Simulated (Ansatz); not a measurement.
Born–Oppenheimer molecular dynamics of C3H8B2 (13 atoms, charge 0, multiplicity 1). It starts from a relaxed structure.

Level of theory: RKS PBE-D4/STO-3G in Ansatz 0.2.0.

| Quantity | Value |
| --- | --- |
| ensemble | NVT, Langevin thermostat |
| time step | 0.5 fs |
| steps asked | 159 |
| set temperature | 500 K |
| friction | 0.01 /fs |
| temperature schedule | 39 steps to 500 K, then 119 steps to 10 K |
| seed | 119794 |

First frame:

```xyz
13
Properties=species:S:1:pos:R:3
C -1.581 1.048 -0.026
B -0.298 0.609 0.760
B 0.468 -0.084 1.854
C 0.877 -0.262 0.275
C 0.814 -0.904 -1.130
H -2.333 0.233 -0.026
H -1.387 1.318 -1.081
H -2.062 1.915 0.466
H 1.162 -0.381 2.752
H 1.938 -0.331 0.623
H 1.210 -1.941 -1.097
H -0.223 -0.928 -1.510
H 1.436 -0.327 -1.845
```

(1) How far do the bonds stretch over the last three quarters of this one trajectory? (Pairs bonded in most of those frames.)

## Answers

(1) 
```json
{"bond": "C1–B2", "mean (Å)": "1.570", "spread (Å)": "0.028", "shortest": "1.53", "longest": "1.64"}
{"bond": "C1–H6", "mean (Å)": "1.109", "spread (Å)": "0.022", "shortest": "1.07", "longest": "1.15"}
{"bond": "C1–H7", "mean (Å)": "1.108", "spread (Å)": "0.008", "shortest": "1.09", "longest": "1.12"}
{"bond": "C1–H8", "mean (Å)": "1.109", "spread (Å)": "0.026", "shortest": "1.06", "longest": "1.16"}
{"bond": "B2–B3", "mean (Å)": "1.492", "spread (Å)": "0.028", "shortest": "1.45", "longest": "1.54"}
{"bond": "B2–C4", "mean (Å)": "1.523", "spread (Å)": "0.038", "shortest": "1.47", "longest": "1.60"}
{"bond": "B3–C4", "mean (Å)": "1.676", "spread (Å)": "0.042", "shortest": "1.60", "longest": "1.74"}
{"bond": "B3–H9", "mean (Å)": "1.175", "spread (Å)": "0.014", "shortest": "1.14", "longest": "1.20"}
{"bond": "C4–C5", "mean (Å)": "1.549", "spread (Å)": "0.021", "shortest": "1.52", "longest": "1.59"}
{"bond": "C4–H10", "mean (Å)": "1.124", "spread (Å)": "0.034", "shortest": "1.07", "longest": "1.18"}
{"bond": "C5–H11", "mean (Å)": "1.110", "spread (Å)": "0.012", "shortest": "1.08", "longest": "1.13"}
{"bond": "C5–H12", "mean (Å)": "1.107", "spread (Å)": "0.016", "shortest": "1.07", "longest": "1.14"}
{"bond": "C5–H13", "mean (Å)": "1.114", "spread (Å)": "0.025", "shortest": "1.07", "longest": "1.16"}
```

Mean temperature of the second half: 268 K. The schedule's set-point averaged 169 K over the second half and the system 268 K, so it lags behind the ramp. A run of 0.08 ps of so small a system gives no equilibrium averages. Limits of this set-up: minimal basis.

Time of the run: 11 min on 1 CPU thread of a shared host.
